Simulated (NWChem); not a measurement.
System: C$_{2}$H$_{6}$OSi; SMILES C1OC[SiH2]1

The following NWChem deck was run.

```
start job
memory heap 200 mb stack 900 mb global 1100 mb
geometry units angstroms noautosym nocenter noautoz
  C      0.123583    -1.137054     0.461313
  O     -0.092340    -0.000000     1.332088
  C      0.123583     1.137054     0.461313
  Si    -0.032187    -0.000000    -1.075534
  H     -0.638443    -1.925059     0.642580
  H      1.132886    -1.593242     0.607270
  H      1.132886     1.593242     0.607270
  H     -0.638443     1.925059     0.642580
  H     -1.381067    -0.000000    -1.743992
  H      1.040359     0.000000    -2.134344
end
basis spherical
  C library def2-svp
  O library def2-svp
  Si library def2-svp
  H library def2-svp
end
dft
  xc b3lyp
  iterations 150
  mulliken
end
task dft energy
esp
  recalculate
  probe 0.07
  range 0.3
  factor 1.0
  spacing 0.02
end
task esp
```

Excerpt of the output:

```
             Northwest Computational Chemistry Package (NWChem) 7.3.0
             --------------------------------------------------------

                             Geometry "geometry" -> ""
                             -------------------------

 Output coordinates in angstroms (scale by  1.889725989 to convert to a.u.)

  No.       Tag          Charge          X              Y              Z
 ---- ---------------- ---------- -------------- -------------- --------------
    1 C                    6.0000     0.12358300    -1.13705400     0.46131300
    2 O                    8.0000    -0.09234000     0.00000000     1.33208800
    3 C                    6.0000     0.12358300     1.13705400     0.46131300
    4 Si                  14.0000    -0.03218700     0.00000000    -1.07553400
    5 H                    1.0000    -0.63844300    -1.92505900     0.64258000
    6 H                    1.0000     1.13288600    -1.59324200     0.60727000
    7 H                    1.0000     1.13288600     1.59324200     0.60727000
    8 H                    1.0000    -0.63844300     1.92505900     0.64258000
    9 H                    1.0000    -1.38106700     0.00000000    -1.74399200
   10 H                    1.0000     1.04035900     0.00000000    -2.13434400

 Effective nuclear repulsion energy (a.u.)     168.4543837893

                                 NWChem DFT Module
                                 -----------------

 Summary of "ao basis" -> "ao basis" (spherical)
 ------------------------------------------------------------------------------
       Tag                 Description            Shells   Functions and Types
 ---------------- ------------------------------  ------  ---------------------
 C                          def2-svp                 6       14   3s2p1d
 O                          def2-svp                 6       14   3s2p1d
 Si                         def2-svp                 8       18   4s3p1d
 H                          def2-svp                 3        5   2s1p

            General Information
            -------------------
          SCF calculation type: DFT
          Wavefunction type:  closed shell.
          No. of atoms     :    10
          No. of electrons :    40
           Alpha electrons :    20
            Beta electrons :    20
          Charge           :     0
          Spin multiplicity:     1
          Use of symmetry is: off; symmetry adaption is: off
          Maximum number of iterations: 150
          AO basis - number of functions:    90
                     number of shells:    44
          Convergence on energy requested:  1.00D-06
          Convergence on density requested:  1.00D-05
          Convergence on gradient requested:  5.00D-04

              XC Information
              --------------
                         B3LYP Method XC Potential
                     Hartree-Fock (Exact) Exchange  0.200
                        Slater Exchange Functional  0.800 local
                    Becke 1988 Exchange Functional  0.720 non-local
              Lee-Yang-Parr Correlation Functional  0.810
                  VWN I RPA Correlation Functional  0.190 local

             Grid Information
             ----------------
          Grid used for XC integration:  medium
          Radial quadrature: Mura-Knowles
          Angular quadrature: Lebedev.
          Tag              B.-S. Rad. Rad. Pts. Rad. Cut. Ang. Pts.
          ---              ---------- --------- --------- ---------
          C                   0.70       49           9.0       434
          O                   0.60       49          10.0       434
          Si                  1.10       88           8.0       590
          H                   0.35       45          11.0       434
          Grid pruning is: on
          Number of quadrature shells:   505
          Spatial weights used:  Erf1

      Superposition of Atomic Density Guess
      -------------------------------------

 Sum of atomic energies:        -441.67499331

      Non-variational initial energy
      ------------------------------

 Total energy =    -443.612519
 1-e energy   =    -942.117443
 2-e energy   =     330.050540
 HOMO         =      -0.312622
 LUMO         =       0.046029

     ---------------------------------------------
      Total Density - Mulliken Population Analysis
     ---------------------------------------------

    Atom       Charge   Shell Charges
 -----------   ------   -------------------------------------------------------
    1 C    6     6.05   1.99  0.95  0.30  1.83  0.94  0.04
    2 O    8     8.67   1.99  1.10  0.72  2.94  1.90  0.01
    3 C    6     6.05   1.99  0.95  0.30  1.83  0.94  0.04
    4 Si  14    13.45   2.00  1.99  1.02  0.27  5.94  1.10  0.97  0.16
    5 H    1     0.91   0.68  0.20  0.02
    6 H    1     0.91   0.68  0.21  0.02
    7 H    1     0.91   0.68  0.21  0.02
    8 H    1     0.91   0.68  0.20  0.02
    9 H    1     1.08   0.69  0.37  0.01
   10 H    1     1.07   0.69  0.37  0.01

   convergence    iter        energy       DeltaE   RMS-Dens  Diis-err
 ---------------- ----- ----------------- --------- --------- ---------
 d= 0,ls=0.0,diis     1   -444.2397412797 -6.13D+02  1.10D-02  4.29D-01
 d= 0,ls=0.0,diis     2   -444.2379116643  1.83D-03  6.19D-03  5.46D-01
 d= 0,ls=0.0,diis     3   -444.2884432331 -5.05D-02  1.48D-03  5.53D-02
 d= 0,ls=0.0,diis     4   -444.2931898387 -4.75D-03  4.82D-04  1.86D-03
 d= 0,ls=0.0,diis     5   -444.2933925163 -2.03D-04  1.76D-04  2.15D-04
  Resetting Diis
 d= 0,ls=0.0,diis     6   -444.2934230353 -3.05D-05  3.85D-05  9.52D-06
 d= 0,ls=0.0,diis     7   -444.2934245686 -1.53D-06  1.02D-05  2.59D-07
 d= 0,ls=0.0,diis     8   -444.2934245835 -1.49D-08  4.75D-06  1.69D-07

         Total DFT energy =     -444.293424583468
      One electron energy =     -945.461761285031
           Coulomb energy =      375.283505678393
    Exchange-Corr. energy =      -42.569552766138
 Nuclear repulsion energy =      168.454383789309

 Numeric. integr. density =       39.999999041527

                       DFT Final Molecular Orbital Analysis
                       ------------------------------------

 Vector   18  Occ=2.000000D+00  E=-3.026522D-01
              MO Center=  6.0D-02, -1.3D-08,  1.5D-02, r^2= 2.6D+00
   Bfn.  Coefficient  Atom+Function         Bfn.  Coefficient  Atom+Function
  ----- ------------  ---------------      ----- ------------  ---------------
    51      0.274800   4 Si py                6      0.259206   1 C  pz
    34     -0.259206   3 C  pz                5     -0.233461   1 C  py
    33     -0.233461   3 C  py               54      0.204818   4 Si py
     3     -0.166611   1 C  s                31      0.166611   3 C  s
     9      0.150315   1 C  pz               37     -0.150315   3 C  pz

 Vector   19  Occ=2.000000D+00  E=-2.876147D-01
              MO Center= -7.9D-03,  2.2D-08,  5.0D-01, r^2= 2.8D+00
   Bfn.  Coefficient  Atom+Function         Bfn.  Coefficient  Atom+Function
  ----- ------------  ---------------      ----- ------------  ---------------
    20      0.361263   2 O  pz               18     -0.284527   2 O  px
    23      0.271774   2 O  pz                6     -0.227144   1 C  pz
    34     -0.227144   3 C  pz               21     -0.205206   2 O  px
    52      0.189902   4 Si pz               86     -0.160738  10 H  s
    55      0.152165   4 Si pz               87     -0.145191  10 H  s

 Vector   20  Occ=2.000000D+00  E=-2.482109D-01
              MO Center=  7.1D-02, -1.9D-09,  8.9D-01, r^2= 2.2D+00
   Bfn.  Coefficient  Atom+Function         Bfn.  Coefficient  Atom+Function
  ----- ------------  ---------------      ----- ------------  ---------------
    18      0.486628   2 O  px               21      0.370943   2 O  px
    20      0.257333   2 O  pz               23      0.205115   2 O  pz
    66     -0.193143   6 H  s                71     -0.193143   7 H  s
    67     -0.160762   6 H  s                72     -0.160762   7 H  s
    45      0.135311   4 Si s                 4     -0.122329   1 C  px

[...]

                     NWChem Electrostatic Potential Fit Module
                     -----------------------------------------

 Atom parameters

 Number of atoms is                                   10
 Number of basis functions is                         90

 Grid parameters

 Maximum number of grid points is                  41536
 Number of grid points is                          41535
 Grid range                                     0.300000 nm
 Grid spacing                                   0.020000 nm
 Probe radius                                   0.070000 nm
 Atom radius factor                             1.000000

 Atomic radii

    1    0.100000
    6    0.147000
    8    0.136000
   14    0.187000
 FASTESP  F
  using M.O. file = ./job.movecs

    Atom              Coordinates                           Charge

                                                  ESP

    1 C     0.012358   -0.113705    0.046131    0.234982
    2 O    -0.009234    0.000000    0.133209   -0.439121
    3 C     0.012358    0.113705    0.046131    0.235702
    4 Si   -0.003219    0.000000   -0.107553    0.184594
    5 H    -0.063844   -0.192506    0.064258   -0.014572
    6 H     0.113289   -0.159324    0.060727   -0.022657
    7 H     0.113289    0.159324    0.060727   -0.022975
    8 H    -0.063844    0.192506    0.064258   -0.014715
    9 H    -0.138107    0.000000   -0.174399   -0.065784
   10 H     0.104036    0.000000   -0.213434   -0.075453
                                            ------------
                                               -0.000000

 Dipole moment                                  0.651469

 Quadrupole moment Qxx                         -0.334400
                   Qyy                          6.754965
                   Qzz                         -6.420565

 RMS deviation kJ/mol                           0.063410

 RRMS %                                        37.222332
```

Level: B3LYP/def2-SVP. Coordinates come from a PBE-D3(BJ)/def2-SVP optimisation. B3LYP is NWChem's, with the RPA form of VWN correlation.
